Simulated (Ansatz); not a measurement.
Program: Ansatz. Geometries: PBE0-D4/def2-TZVP. ΔE: electronic, gas phase. CBS: MP2 limit from def2 TZ/QZ plus the TZ coupled-cluster correction, frozen cores. This one scheme is used for every species. Functionals use def2-TZVPP. B3LYP here is the variant with VWN-RPA as its local correlation; programs differ in this. HSE06 is defined as in plane-wave codes. For Br outer-core shells are correlated without core-valence functions, which leaves a few kJ/mol of doubt a bond. Scalar relativity is left out up to krypton. Each species was taken in one conformer, which may not be the lowest.

Consider the ligand exchange at the Si–Br bond: `OC[SiH2]Br` + H–F → `OC[SiH2]F` + HBr.

```
             level  ΔE (kcal/mol)  difference from CCSD(T)/CBS
       LDA (SPW92)           -6.7                          0.3
         revPBE-D4           -5.5                          1.5
           BLYP-D4           -9.3                         -2.3
         r2SCAN-D4           -8.4                         -1.4
            B97M-V          -10.1                         -3.1
           PBE0-D4           -5.8                          1.2
          B3LYP-D4           -9.0                         -2.0
        r2SCANh-D4           -8.0                         -1.0
          HSE06-D4           -5.6                          1.4
      CAM-B3LYP-D4          -10.7                         -3.7
           ωB97X-V           -8.8                         -1.8
           ωB97M-V           -8.4                         -1.4
            B2PLYP           -9.8                         -2.8
          PBE-QIDH           -6.6                          0.4
               PBE           -7.1                         -0.1
            revPBE           -7.3                         -0.3
              BLYP          -11.4                         -4.4
              PBE0           -6.7                          0.3
             B3LYP          -10.8                         -3.8
           r2SCANh           -8.3                         -1.3
           r2SCAN0           -7.9                         -0.9
             HSE06           -6.6                          0.4
         CAM-B3LYP          -11.8                         -4.8
           LC-ωPBE           -8.6                         -1.6
RPA@PBE/def2-TZVPP           -9.8                         -2.8
       HF/def2-SVP          -10.6                         -3.6
      MP2/def2-SVP           -7.9                         -0.9
     CCSD/def2-SVP           -9.4                         -2.4
  CCSD(T)/def2-SVP           -9.1                         -2.1
     HF/def2-TZVPP          -12.0                         -5.0
    MP2/def2-TZVPP           -6.8                          0.2
SCS-MP2/def2-TZVPP           -8.9                         -1.9
   CCSD/def2-TZVPP           -9.1                         -2.1
CCSD(T)/def2-TZVPP           -8.4                         -1.4
     HF/def2-QZVPP          -12.6                         -5.6
    MP2/def2-QZVPP           -6.2                          0.8
SCS-MP2/def2-QZVPP           -8.3                         -1.3
      HF/CBS(def2)          -12.6                         -5.6
     MP2/CBS(def2)           -5.4                          1.6
    CCSD/CBS(def2)           -7.7                         -0.7
       CCSD(T)/CBS           -7.0                            0
```

(1) What do rigid-rotor, harmonic-oscillator terms from PBE0-D4/def2-TZVP frequencies (298.15 K, 1 bar) make of the CCSD(T)/CBS value? (An estimate is asked.)

Largest T1 diagnostic among the species: 0.011.

Results:

(1) Ansatz gave: ΔZPE = -1.2 kcal/mol, ΔH = -8.4 kcal/mol, ΔS = 5 J/(mol·K), ΔG = -8.7 kcal/mol.

The D4 term adds +1.8 kcal/mol with B3LYP and +1.0 kcal/mol with PBE0; it sums over pairs of atoms, weighted by their polarisabilities, and B3LYP, whose exchange is more repulsive, gets the larger term. In def2-TZVPP, CCSD(T) changes the Hartree–Fock value by +3.6 kcal/mol (the triples alone add +0.7 kcal/mol) and MP2 by +5.2 kcal/mol.
